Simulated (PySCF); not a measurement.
NP, SMILES N#P.

Geometry: B3LYP-D3(BJ)/def2-TZVPD.

Two levels are set side by side: TDDFT-PBE/def2-TZVPD (PySCF) and EOM-CCSD/aug-cc-pVDZ (PySCF). Vertical, same geometry; the bases differ. Differences are taken from unrounded values.

| quantity | EOM-CCSD |
|---|---|
| lowest singlet excitation (eV) | 5.37 |
| lowest triplet excitation (TDA for PBE) (eV) | 3.74 |

What does TDDFT-PBE give, and how far is it from EOM-CCSD? (An estimate is asked for; the answer gives what the named calculation found.)


```
quantity                                      TDDFT-PBE  TDDFT-PBE minus EOM-CCSD
--------------------------------------------  ---------  ------------------------
lowest singlet excitation (eV)                     4.89                     -0.49
lowest triplet excitation (TDA for PBE) (eV)       3.76                      0.02
```

Functionals without exact exchange tend to place singlet excitations lower, as here. Differences between two approximate levels are no errors against the true value.

Rough cost on one machine, each run with all the roots and properties that it gave: EOM-CCSD against TDDFT-PBE about 2 times.
